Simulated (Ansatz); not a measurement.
AlGeH₅ (`[AlH2][GeH3]`) at its PBE0-D4/def2-TZVP geometry, where that method's forces vanish. Total charge 0; spin multiplicity 1.

```xyz
7

Al   -0.5608   -1.1512   -0.6507
Ge    0.4048    0.8219    0.4944
H    -2.1285   -1.2573   -0.8781
H     0.3838   -2.3090   -1.1873
H     1.7270    0.5133    1.2231
H     0.7237    1.9328   -0.5298
H    -0.5501    1.4495    1.5284
```

What forces (eV/Å) does r2SCAN-D4/def2-TZVPP give on these atoms in the Gaussian-basis code of Ansatz? (Estimate.)

Ansatz gave: 
```
Al1  0.013  0.028  0.014
Ge2 -0.016 -0.038 -0.008
H3   0.036 -0.001  0.003
H4  -0.024  0.025  0.011
H5  -0.057  0.035 -0.031
H6  -0.007 -0.037  0.058
H7   0.056 -0.012 -0.046
```
